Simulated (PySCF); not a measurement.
trans-(1S,2S)-1-ethenyl-2-fluorocyclopropane (C5H7F), SMILES C=C[C@@H]1C[C@@H]1F.

Coordinates come from a PBE0-D3(BJ)/def2-SVP optimisation. One conformer was computed; it need not be the lowest.

The numbers are results of PBE0-D3(BJ)/def2-SVP in PySCF, not measurements.

Frequencies are harmonic and unscaled.

Computed normal modes with their intensities:
```tsv
mode	ν (cm⁻¹)	IR (km/mol)	moving atoms (share of kinetic energy)
1	102	0.1	C 57 %, H 32 %, F 12 %
2	188	3.3	F 39 %, C 38 %, H 23 %
3	270	2.7	C 49 %, H 44 %
4	376	1.5	C 58 %, H 32 %, F 10 %
5	446	0.8	H 38 %, C 37 %, F 25 %
6	553	3.9	C 61 %, H 29 %, F 10 %
7	728	10.8	H 49 %, C 48 %
8	786	7.8	H 52 %, C 42 %
9	821	10.9	H 65 %, C 35 %
10	865	12.9	H 45 %, C 43 %, F 11 %
11	930	40.4	H 72 %, C 28 %
12	984	1.1	H 73 %, C 27 %
13	1014	11.2	H 77 %, C 21 %
14	1023	5.3	H 77 %, C 22 %
15	1054	37.3	H 49 %, C 44 %
16	1085	35.7	C 70 %, H 30 %
17	1116	0.9	H 80 %, C 20 %
18	1174	11.3	H 51 %, C 43 %
19	1218	11.2	H 50 %, C 47 %
20	1249	38.2	H 66 %, C 23 %, F 11 %
21	1297	0.8	H 80 %, C 20 %
22	1348	1.7	H 64 %, C 35 %
23	1393	21.4	H 77 %, C 21 %
24	1443	10.2	H 75 %, C 25 %
25	1495	35.8	C 62 %, H 37 %
26	1742	28.9	C 89 %, H 11 %
27	3155	2.4	H 95 %
28	3161	3.9	H 95 %
29	3175	1.7	H 92 %, C 8 %
30	3185	1.2	H 92 %, C 8 %
31	3189	18.1	H 91 %, C 9 %
32	3259	1.3	H 89 %, C 11 %
33	3266	6.4	H 89 %, C 11 %
```
